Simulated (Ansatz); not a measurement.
The cluster As₃P₅⁻. The state is a doublet with charge -1. Geometry PBE-D4/def2-SVP.

Cartesian coordinates in Å:
```
P 0.9718 -1.5482 0.0372
P 0.3605 -0.2692 -1.7190
P -1.3228 0.9094 -0.7824
P 0.1061 1.9843 0.6088
P 1.7430 1.4219 -0.8767
As 1.6701 0.3608 1.2829
As -0.9706 -2.2852 1.0018
As -2.5580 -0.5739 0.4473
```

The structure comes from a short search, and lower isomers may exist.

Estimate the α-spin orbital energies around the gap (eV) in Ansatz with PBE-D4/def2-TZVPD, r2SCAN-D4/def2-TZVPD, PBE0-D4/def2-TZVPD.


```
orbital  PBE-D4/def2-TZVPD  r2SCAN-D4/def2-TZVPD  PBE0-D4/def2-TZVPD
 HOMO−5              -2.57                 -2.85               -3.56
 HOMO−4              -2.32                 -2.55               -3.23
 HOMO−3              -2.10                 -2.33               -3.05
 HOMO−2              -1.95                 -2.17               -2.86
 HOMO−1              -1.81                 -2.04               -2.73
   HOMO              -0.33                 -0.55               -1.13
   LUMO               0.67                  0.73                1.33
 LUMO+1               1.10                  1.12                1.73
 LUMO+2               1.34                  1.47                2.04
 LUMO+3               1.76                  1.90                2.42
 LUMO+4               2.13                  2.29                2.89
 LUMO+5               2.46                  2.63                3.20
 β HOMO              -1.55                 -1.69               -2.19
 β LUMO               0.16                  0.25                0.85
```
